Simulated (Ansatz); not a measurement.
`F[SiH]1C[S][Al]1[Cl]`. Charge 0, multiplicity 1.

Z-matrix (Å, degrees):
```
Si
C 1 1.901
F 1 1.605 2 113.3
Al 1 2.401 2 81.9 3 126.4
H 1 1.489 2 109.8 3 -119.0
S 2 1.841 1 104.8 3 -142.2
H 2 1.092 1 112.8 3 100.3
H 2 1.091 1 112.5 3 -23.6
Cl 4 2.086 1 151.0 2 -171.6
```

(1) What are the harmonic wavenumbers in cm⁻¹ at PBE0-D4/def2-TZVP (Ansatz, finite differences of forces, unscaled)? (Estimate.)

(2) Is this a minimum?

(3) Give the ideal-gas thermochemistry at 298.15 K and 1 bar (rigid rotor, harmonic oscillator; point group C1, symmetry number 1).

(4) And at 400, 500, 600, 800 and 1000 K?

(5) Rotational constants (cm⁻¹)?

## Answers

(1) The calculation gave: 66, 92, 119, 202, 247, 261, 340, 476, 618, 629, 688, 708, 792, 810, 891, 1059, 1112, 1427, 2202, 3080, 3144.

(2) Yes, all 21 modes are real.

(3) Zero-point energy 113.4 kJ/mol; H(298) − E = 136.9 kJ/mol; entropy 382.8 J/(mol·K), of which translation 171.9, rotation 124.8, vibration 86.2; G(298) − E = 22.8 kJ/mol. Modes under 100 cm⁻¹ are hindered rotations or soft bends, so the harmonic entropy is rough.

(4) 
```
T (K)  H − E (kJ/mol)  S (J/mol/K)  G − E (kJ/mol)
  400           149.9        420.1           -18.1
  500           164.2        451.9           -61.8
  600           179.5        479.8          -108.4
  800           212.4        527.1          -209.2
 1000           247.5        566.1          -318.7
```

(5) 0.07217, 0.03162, 0.02281.
